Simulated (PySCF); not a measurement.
## Optical rotation: `CSC(F)=C=C=C=CF`, C6H4F2S

Molfile (atoms numbered from 1):
```
C6H4F2S
     RDKit          3D

 13 12  0  0  0  0  0  0  0  0999 V2000
   -2.3390    0.4536    0.4265 C   0  0  0  0  0  0  0  0  0  0  0  0
   -2.6485    0.0644   -1.3036 S   0  0  0  0  0  0  0  0  0  0  0  0
   -1.0226   -0.2895   -1.8371 C   0  0  0  0  0  0  0  0  0  0  0  0
   -1.0140   -0.5865   -3.1330 F   0  0  0  0  0  0  0  0  0  0  0  0
    0.0801   -0.2824   -1.1075 C   0  0  0  0  0  0  0  0  0  0  0  0
    1.0997   -0.2423   -0.3372 C   0  0  0  0  0  0  0  0  0  0  0  0
    2.1271   -0.2014    0.4305 C   0  0  0  0  0  0  0  0  0  0  0  0
    3.1649   -0.2313    1.2384 C   0  0  0  0  0  0  0  0  0  0  0  0
    3.9273    0.8286    1.4892 F   0  0  0  0  0  0  0  0  0  0  0  0
   -1.9095   -0.4111    0.9510 H   0  0  0  0  0  0  0  0  0  0  0  0
   -3.3179    0.6993    0.8593 H   0  0  0  0  0  0  0  0  0  0  0  0
   -1.6672    1.3184    0.5168 H   0  0  0  0  0  0  0  0  0  0  0  0
    3.5026   -1.1224    1.7804 H   0  0  0  0  0  0  0  0  0  0  0  0
  1  2  1  0
  2  3  1  0
  3  4  1  0
  3  5  2  0
  5  6  2  0
  6  7  2  0
  7  8  2  0
  8  9  1  0
  1 10  1  0
  1 11  1  0
  1 12  1  0
  8 13  1  0
M  END
```

Method used: PySCF, TDDFT CAM-B3LYP/aug-cc-pVDZ circular dichroism and optical rotation, one conformer, gas phase. Geometry: PBE0-D3(BJ)/def2-SVP.

No stereocentre is labelled: unless the shape is locked (an allene, a helicene, a hindered biaryl), the mirror image is equally populated and a measured rotation or CD is zero.

What is the specific rotation at 633, 589.3, 546 nm?

[α] in deg dm⁻¹ (g/mL)⁻¹:
| λ (nm) | origin-invariant length gauge | modified velocity gauge | length gauge (centre of mass) | isotropic polarisability (au) |
| --- | --- | --- | --- | --- |
| 633 | -54.6 | -32.9 | -45.2 | 132.4 |
| 589.3 | -56.9 | -29.0 | -45.4 | 134.0 |
| 546 | -52.8 | -15.2 | -38.5 | 136.2 |

And for the mirror image at 589.3 nm?

+56.9 deg dm⁻¹ (g/mL)⁻¹ (origin-invariant length gauge): the same size and the opposite sign.

What is the molar rotation [Φ] = [α]·M/100 of the geometry above at 589.3 nm?

With M = 146.16 g/mol, -83.2 deg cm² dmol⁻¹ (origin-invariant length gauge).

The first excitation lies at 3.12 eV (398 nm) with R = +3.0 × 10⁻⁴⁰ esu² cm² (velocity form).
